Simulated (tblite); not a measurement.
Compound: C6H10FN2P.
Geometry (GFN2-xTB, Å), atoms numbered from 1 in this order:
```xyz
20
C6H10FN2P angstrom
C     -1.7540    1.0709   -0.9135
C     -1.5084    0.1025    0.2377
C     -0.2984   -0.8015   -0.0191
C     -0.1103   -1.8331    1.0900
N      0.8979    0.0160   -0.1051
N      1.2525    0.7636    0.9229
C      2.3440    1.4290    0.6614
P      3.0530    1.1841   -0.9288
C      1.7226    0.1071   -1.1625
F      1.4286   -0.6250   -2.2420
H     -1.9136    0.5311   -1.8451
H     -2.6332    1.6783   -0.7149
H     -0.9051    1.7391   -1.0443
H     -2.3850   -0.5313    0.3790
H     -1.3315    0.6595    1.1592
H     -0.4137   -1.3053   -0.9844
H     -0.9916   -2.4633    1.1669
H      0.7512   -2.4635    0.8799
H      0.0506   -1.3251    2.0374
H      2.7395    2.0776    1.4223
```

Method: GFN2-xTB as coded in tblite; computed harmonic values from a numerical Hessian at the method's own geometry, unscaled. This tight-binding method is rough: wavenumbers can miss measured ones by several per cent, in bad cases by 10 to 20. One conformer, not necessarily the lowest.

Harmonic wavenumbers (cm⁻¹): 26.7, 65.5, 111.8, 172.1, 192.8, 208.5, 238.1, 247.8, 314.7, 369.9, 435.4, 470.6, 488.9, 511.5, 597.8, 671.8, 760.8, 806.4, 826.4, 847.7, 888.4, 971.5, 987.6, 1026.0, 1072.9, 1097.6, 1124.9, 1173.1, 1183.6, 1238.4, 1254.9, 1274.9, 1320.4, 1331.7, 1344.7, 1400.9, 1407.2, 1420.2, 1465.6, 1470.2, 1482.3, 1490.4, 1501.3, 1507.2, 2950.0, 2992.4, 3001.5, 3029.6, 3033.1, 3037.1, 3048.0, 3053.7, 3055.0, 3127.4.

A = 1737, B = 849.1, C = 806.6 MHz; mass 160.057 u (most abundant isotopes); point group C1, symmetry number 1.

Zero-point energy?

Half the sum of the wavenumbers: 34564 cm⁻¹ = 98.83 kcal/mol.

Give the ideal-gas entropy at 298.15 K and 1 bar in the rigid-rotor, harmonic-oscillator model (classical rotation).

Translation 41.15, rotation 29.98, vibration 31.73: S = 102.9 cal/(mol K).

And Cp and H(298.15 K) − H(0)?

Cp = 40.44 cal/(mol K), of which vibrations give 32.49 (their classical limit is 54 R = 107.3); H(298.15 K) − H(0) = 7.28 kcal/mol without the zero-point energy, 4.91 from vibrations.

How do the functions run with temperature in this model?

```csv
T (K),S (cal/(mol K)),Cp (cal/(mol K)),H − H(0) (kcal/mol),G − H(0) (kcal/mol),ln q(vib)
50,61.0,13.2,0.52,-2.53,0.84
100,72.1,19.4,1.34,-5.88,2.15
373.15,112.8,48.4,10.61,-31.48,9.76
500,128.7,60.2,17.52,-46.80,13.25
750,156.5,76.8,34.81,-82.54,19.90
1000,180.1,87.4,55.43,-124.69,26.11
```

q(vib) and H(0) count from the zero-point level.

What must be added to the electronic energy to get the Gibbs energy at 298.15 K and 1 bar?

ZPE + [H(298.15 K) − H(0)] − T·S = 98.83 + 7.28 − 30.67 = 75.44 kcal/mol.

Blend soft modes into free rotors: weight 1/[1 + (100 cm⁻¹/ν̃)⁴] for the oscillator and the rest for a rotor with moment μB/(μ + B), μ = h/(8π²ν), B = 10⁻⁴⁴ kg m². What vibrational entropy results?

28.82 cal/(mol K) in place of 31.73, which changes −T·S at 298.15 K by +0.87 kcal/mol.

Which modes carry the vibrational entropy at 298.15 K?

26.7 cm⁻¹: 6.06; 65.5 cm⁻¹: 4.28; 111.8 cm⁻¹: 3.24; 172.1 cm⁻¹: 2.41; 192.8 cm⁻¹: 2.20; 208.5 cm⁻¹: 2.06 cal/(mol K); the other 48 give 11.48 together.

Hindered rotation and anharmonicity are outside this model. Other conformers, if any are populated, would add a mixing term that is left out. The structure is chiral; the term R ln 2 for an equal mix with its mirror image is left out.
